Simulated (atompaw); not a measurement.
## Which change was made? (Pd, PAW (atompaw))

* Element: Pd (Z = 46)
* Generator: atompaw 4.2.0.5
* Type: PAW
* Functional: PBEsol
* Relativity: scalar-relativistic
* Frozen core: [Kr]
* Valence charge: 10
* Reference configuration: 4d8 5s0 5p0 (charge +2)
* Partial waves: 5s (bound, empty); 5s channel at -0.6 Ry; 5p (bound, empty); 5p channel at 1.1 Ry; 4d (bound); 4d channel at -1.1 Ry
* Local potential: bessel scheme, radius 2.00 bohr
* Core correction: smooth core density matched at 2.90 bohr
* Augmentation charge: besselshape compensation charge, radius 2.90 bohr; PAW radius 2.90 bohr; waves and projectors: bloechl

Cutoffs, loose and tight: the cutoffs (Ry, on a coarse ladder) from which the occupation-weighted sum of valence levels, in a spherical-Bessel basis at the reference potential, stays within 10 and 1 mRy of its value at 400 Ry. They see the waves, projectors and local potential, not the compensation charge or the core.

The base gives: outcome: generated; cutoff, loose: 25 Ry; cutoff, tight: 30 Ry; bound ghosts: s.

Task: After one change the result is: outcome: failed: atompaw: The overlap operator has at least one negative eigenvalue!. Which change was it?
A. waves 5s (bound): rc 2.25 bohr; 5s channel at -0.6 Ry: rc 2.90 bohr; 5p (bound): rc 2.90 bohr; 5p channel at 1.1 Ry: rc 2.90 bohr; 4d (bound): rc 2.90 bohr; 4d channel at -1.1 Ry: rc 1.55 bohr; augmentation besselshape compensation charge, radius 2.90 bohr; PAW radius 2.90 bohr; waves and projectors: custom polynom vanderbiltortho
B. waves 5s (bound): rc 2.25 bohr; 5s channel at -0.6 Ry: rc 2.90 bohr; 5p (bound): rc 2.90 bohr; 5p channel at 1.1 Ry: rc 2.90 bohr; 4d (bound): rc 2.90 bohr; 4d channel at -1.1 Ry: rc 1.55 bohr; augmentation besselshape compensation charge, radius 2.90 bohr; PAW radius 2.90 bohr; waves and projectors: custom polynom2 7 10 vanderbiltortho
C. local potential bessel scheme, radius 1.58 bohr

Result: B. The others give: local potential bessel scheme, radius 1.58 bohr → outcome: generated; cutoff, loose: 30 Ry; cutoff, tight: 35 Ry; bound ghosts: s | waves 5s (bound): rc 2.25 bohr; 5s channel at -0.6 Ry: rc 2.90 bohr; 5p (bound): rc 2.90 bohr; 5p channel at 1.1 Ry: rc 2.90 bohr; 4d (bound): rc 2.90 bohr; 4d channel at -1.1 Ry: rc 1.55 bohr; augmentation besselshape compensation charge, radius 2.90 bohr; PAW radius 2.90 bohr; waves and projectors: custom polynom vanderbiltortho → outcome: generated; cutoff, loose: 12 Ry; cutoff, tight: 21 Ry; bound ghosts: none.
